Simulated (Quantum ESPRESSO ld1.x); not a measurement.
Question: The magnesium ion Mg9+, 3 electrons, occupied as [He] 2s1. Method: scalar-relativistic Kohn-Sham, LDA (Slater exchange, Perdew-Zunger correlation), spin-polarised, spherical densities, point nucleus; open shells are filled with parallel spins first; computed with ld1.x of Quantum ESPRESSO 7.5. Some entries of the table are withheld. Estimate them.

| orbital | occ. | eigenvalue (eV) | r(max) (bohr) |
|---|---|---|---|
| 1s up | 1 | -1623.95 | 0.085 |
| 1s down | 1 | -1621.00 | 0.085 |
| 2s up | 1 | -350.328 | 0.480 |
| 2s down | 0 | -336.381 | 0.480 |
| 2p up | 0 | (1) | (2) |
| 2p down | 0 | (3) | (4) |
| 3s up | 0 | -142.990 | 1.24 |
| 3s down | 0 | -139.584 | 1.28 |
| 3d up | 0 | -134.909 | (5) |
| 3d down | 0 | -128.200 | (6) |

Answer: 
(1) 2p up eigenvalue (eV): -330.369
(2) 2p up r(max) (bohr): 0.387
(3) 2p down eigenvalue (eV): -317.766
(4) 2p down r(max) (bohr): 0.381
(5) 3d up r(max) (bohr): 0.904
(6) 3d down r(max) (bohr): 0.956
